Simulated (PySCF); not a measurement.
Compound: C7H12N2.
Structure used (PBE0-D3(BJ)/def2-SVP), in Å, numbered top down from 1:
```
atom  x, y, z in Å
C1    -1.5510    0.9085   -0.2984
C2    -0.8340   -0.2568    0.3854
C3    -1.4602   -0.4908    1.7667
C4    -1.0002   -1.5197   -0.4704
C5     0.6373    0.0579    0.5432
C6     1.3539    1.2152    0.1462
N7     2.6428    1.1369    0.4515
N8     2.7746   -0.0447    1.0384
C9     1.6148   -0.7371    1.1237
H10   -2.6223    0.6829   -0.4141
H11   -1.4636    1.8344    0.2908
H12   -1.1378    1.1008   -1.3004
H13   -2.5366   -0.7091    1.6756
H14   -0.9867   -1.3417    2.2806
H15   -1.3411    0.3963    2.4072
H16   -0.5608   -1.3772   -1.4693
H17   -2.0664   -1.7698   -0.5948
H18   -0.5030   -2.3851   -0.0057
H19    0.9741    2.1050   -0.3536
H20    3.6856   -0.3371    1.3659
H21    1.5699   -1.7233    1.5816
```

All values: PBE0/pcSseg-1 (PySCF, non-relativistic), on one gas-phase PBE0-D3(BJ)/def2-SVP geometry that isn't relaxed in the solvent. The solvent is an IEF-PCM continuum (Bondi radii, 1.10 Å for H, scaled by 1.2). The model holds no explicit solvent molecules, cavitation or dispersion.

Gas phase at PBE0/pcSseg-1: HOMO -6.85 eV, LUMO 0.54 eV, dipole 2.29 D.

Problem. What does the continuum do to the energy, the frontier levels and the dipole at PBE0/pcSseg-1 in benzene and acetonitrile?

Solution. 
```csv
solvent,ε,E(solvent) − E(gas) (kcal/mol),polarisation term (kcal/mol),distortion of the solute (kcal/mol),HOMO (eV),LUMO (eV),dipole (D)
benzene,2.271,-3.32,-3.55,0.23,-6.86,0.54,2.67
acetonitrile,35.69,-7.49,-8.74,1.25,-6.92,0.49,3.21
```

The polarisation term is half the interaction of the solute with the surface charges that it induces; the rest is the cost of distorting the solute's density. The sum is the electrostatic part of solvation alone. From benzene to acetonitrile the lowering changes by a factor 2.26, Onsager's factor (ε − 1)/(2ε + 1) by 2.09 and ε itself by 15.7.

Problem. Which radius a makes the point-dipole formula ΔE = −[(ε − 1)/(2ε + 1)]·μ²/a³ give the value in acetonitrile, with the gas-phase dipole?

Solution. μ = 0.902 au and |ΔE| = 0.01193 Eh give a = 1.69 Å; the farthest nucleus lies 3.92 Å from the centroid of the nuclei, so such a sphere wouldn't even hold the nuclei. The formula assumes a rigid point dipole at the centre of a sphere.

Problem. Give the dipole vector in the frame of the coordinates (D, pointing from negative to positive charge), gas and acetonitrile.

Solution. Gas (-0.37, -2.08, 0.91), solvent (-0.57, -2.90, 1.25). Its length changes by +40 % and its direction by 1°.

Problem. Which ESP-fitted charges (PBE0/pcSseg-1) respond most in acetonitrile (means over atoms taken as equivalent)?

Solution. 
```csv
atoms,environment,gas (e),solvent (e),change
N7,pyridine-type nitrogen,-0.534,-0.626,-0.092
N8,pyrrole-type nitrogen,+0.176,+0.213,+0.037
H21,aromatic hydrogen,+0.205,+0.234,+0.029
C2,benzylic-type carbon,+0.623,+0.649,+0.026
H20,N–H hydrogen,+0.255,+0.279,+0.024
C1/C3/C4,methyl carbon,-0.539,-0.559,-0.020
```

Problem. Which Mayer bond orders change most in acetonitrile?

Solution. 
```tsv
bond	length (Å)	gas	solvent	change
N8–C9	1.353	1.135	1.164	+0.029
N8–H20	1.011	0.934	0.921	-0.013
C9–C5	1.387	1.454	1.444	-0.010
C6–N7	1.327	1.537	1.528	-0.009
C5–C6	1.418	1.402	1.410	+0.008
C9–H21	1.088	0.982	0.985	+0.003
C2–C5	1.513	0.873	0.871	-0.002
C3–H14	1.101	0.960	0.958	-0.002
```

Problem. How do the nuclear quadrupole coupling constants eQVzz/h respond in acetonitrile?

Solution. 
| nucleus | Q (barn) | gas (MHz) | solvent (MHz) | η gas | η solvent |
| --- | --- | --- | --- | --- | --- |
| 14N at N7 | 0.02044 | -4.90 | -4.63 | 0.59 | 0.66 |
| 14N at N8 | 0.02044 | -3.36 | -3.10 | 0.40 | 0.58 |
